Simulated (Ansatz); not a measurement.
Total energies of FH₃OSi₂ (`F[Si]O[SiH3]`).

Z-matrix (Å, degrees):
```
Si
O 1 1.657
H 1 1.482 2 107.7
H 1 1.483 2 109.7 3 119.6
H 1 1.483 2 109.7 3 -119.6
Si 2 1.630 1 146.4 3 179.5
F 6 1.617 2 101.9 1 -0.0
```

Total charge 0; spin multiplicity 1. The geometry is a stationary point of PBE0-D4/def2-TZVP. It is one conformer, not always the lowest. Basis def2-TZVPP, Ansatz.

RPA on PBE orbitals: Hartree–Fock energy of these orbitals -754.08858 Eh, correlation -1.14966 Eh (frozen core).

```csv
functional,energy without D4 (Eh),D4 term (kJ/mol)
HSE06 (plane-wave form),-755.62650,-11.5
B2PLYP,-755.73906,–
```

Q: Give the same for LDA (SPW92), PBE, revPBE, BLYP, r2SCAN, B97M-V, PBE0, B3LYP, r2SCANh, r2SCAN0, BHLYP, CAM-B3LYP, LC-ωPBE, ωB97X-V, ωB97M-V, PBE-QIDH. (Best estimate.)

A: The calculation gave: 
```csv
functional,energy without D4 (Eh),D4 term (kJ/mol)
LDA (SPW92),-752.56743,–
PBE,-755.59271,-14.5
revPBE,-755.88371,-41.9
BLYP,-756.05603,-31.9
r2SCAN,-755.93885,-3.4
B97M-V,-755.86576,–
PBE0,-755.64700,-12.3
B3LYP,-756.12072,-23.7
r2SCANh,-755.92527,-3.6
r2SCAN0,-755.90603,-4.0
BHLYP,-756.00908,-19.3
CAM-B3LYP,-756.04752,-12.6
LC-ωPBE,-755.78337,–
ωB97X-V,-755.92040,–
ωB97M-V,-755.99257,–
PBE-QIDH,-755.45766,–
```

B3LYP takes the VWN-RPA correlation (the form of Gaussian; ORCA's B3LYP/G). HSE06 is the plane-wave form, built on full-range PBE exchange. The double hybrids freeze the cores in their second-order part.

LC-ωPBE has ω = 0.4 bohr⁻¹.
